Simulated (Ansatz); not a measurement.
Ansatz results at the PBE0-D4/def2-TZVP geometry: LUMO energy (PBE0/def2-TZVPP) -0.32 eV; HOMO–LUMO gap (PBE0/def2-TZVPP) 7.67 eV; HOMO–LUMO gap (B3LYP/def2-TZVPP) 7.28 eV.

Q: Which molecule gave them?
A. `[CH3][Al@H-]1[Cl+][Al@@H-]([CH3])[Cl+]1`
B. `[F+]1[InH2-][F+][InH2-]1`
C. `C[O+]1[In@H-]([F])[O+](C)[In@@H-]1[F]`
D. `[AlH2-]1[Br+][AlH2-][Br+]1`

A: A. The others give `[AlH2-]1[Br+][AlH2-][Br+]1`: -1.00, 7.23, 6.87; `C[O+]1[In@H-]([F])[O+](C)[In@@H-]1[F]`: -1.09, 7.33, 6.75; `[F+]1[InH2-][F+][InH2-]1`: -1.06, 7.50, 7.04.

B3LYP here is the variant with VWN-RPA as its local correlation; programs differ in this.
